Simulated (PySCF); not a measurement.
# LiBr⁻ from Hartree–Fock to correlated methods

State: ²Σ⁺ (doublet), unpaired electrons σ ↑. Set-up: Li aug-pcseg-1, Br aug-pcseg-1; no relativity (PySCF 2.14). De refers to Li + Br⁻ in their ground configurations, without counterpoise correction. The functionals are run spin-unrestricted. A positive dipole points towards Br; it is taken about the centre of mass and depends on that origin.

```tsv
Level	Re (Å)	ωe (cm⁻¹)	De (eV)	μ (D)	CPU s a point (SCF and correlation, without the integrals)
UHF	2.361	411	n/a	9.08	0.15
UHF-MP2	2.357	409	1.48	n/a	0.3
UHF-SCS-MP2	2.358	407	1.47	n/a	n/a
UHF-CCSD	2.356	410	1.50	n/a	n/a
UHF-CCSD(T)	2.358	408	1.50	n/a	11
LDA	2.289	434	1.66	8.93	0.51
PBE	2.335	413	1.52	8.83	0.83
BLYP	2.341	406	1.43	8.86	0.6
BP86	2.344	405	1.47	8.98	0.55
r²SCAN	2.341	413	1.53	8.87	1.1
PBE0	2.328	420	1.53	8.84	1.4
HSE06	2.331	418	1.52	8.80	1.3
```

The bond length runs from 2.289 Å (LDA) to 2.361 Å (UHF). De spans 1.43 eV (BLYP, GGA) to 1.66 eV (LDA, local density).

Correlated steps freeze 9 core orbitals. Correlated levels converge slowly with the basis: in double zeta they bind strong bonds too weakly, by up to about 1 eV, and carry superposition errors of some tenths. Spin–orbit coupling is left out. For an ion De counts to the pair picked by the measured ionisation energies or electron affinities, which need not be the lowest pair at this level. The highest Kohn–Sham level is positive in this anion. Much of that is self-interaction error, but it also means that the finite basis helps to hold the extra electron. The state was picked by a PBE0 search and need not be the measured ground state.

The whole job (state search and all levels along the bond) took about 3.5 min on 1 thread of Arm Neoverse N1 (shared host), peak memory 0.55 GiB.
